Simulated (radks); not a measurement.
Excited configurations of the niobium ion Nb3+: one electron is placed in a higher orbital outside [Kr] 4d1. The ground configuration is [Kr] 4d2. Calculated with a radial shooting solver on a logarithmic mesh with Libxc functionals: Dirac Kohn-Sham, PBEsol, spin-unpolarised, spherical densities, finite nucleus; open shells fill j = l - 1/2 first; Fermi nuclear charge, rms radius 4.324 fm. Excitation = E - E(ground); binding = E(ion) - E, where the ion is the core of charge +4; n* = 4/sqrt(2 binding) in atomic units, and the quantum defect is n - n*.

4f5/2: excitation (eV) 22.075; binding (eV) 14.908; quantum defect 0.179; eigenvalue (eV) -12.171
5d3/2: excitation (eV) 19.905; binding (eV) 17.079; quantum defect 1.430; eigenvalue (eV) -14.846
5f5/2: excitation (eV) 26.974; binding (eV) 10.009; quantum defect 0.336; eigenvalue (eV) -8.591
6s1/2: excitation (eV) 20.651; binding (eV) 16.333; quantum defect 2.349; eigenvalue (eV) -14.557
6p1/2: excitation (eV) 22.866; binding (eV) 14.117; quantum defect 2.073; eigenvalue (eV) -12.521
6d3/2: excitation (eV) 26.456; binding (eV) 10.528; quantum defect 1.453; eigenvalue (eV) -9.267
6f5/2: excitation (eV) 30.011; binding (eV) 6.972; quantum defect 0.412; eigenvalue (eV) -6.130
7s1/2: excitation (eV) 26.835; binding (eV) 10.149; quantum defect 2.369; eigenvalue (eV) -9.096
7p1/2: excitation (eV) 27.947; binding (eV) 9.036; quantum defect 2.092; eigenvalue (eV) -8.085
7f5/2: excitation (eV) 31.878; binding (eV) 5.105; quantum defect 0.470; eigenvalue (eV) -4.541

The Delta-SCF ionisation energy is 36.983 eV (NIST Atomic Spectra Database: 37.61 eV, measured). Self-interaction in the functional shifts the binding energies and quantum defects, so they are the method's values and not measured ones. Spin polarisation and multiplet splitting are left out, so open shells lie too high by an amount that depends on their filling.

Beside tabulated values, note that spin-unpolarised runs miss the spin-polarisation part of the exchange energy of open shells.
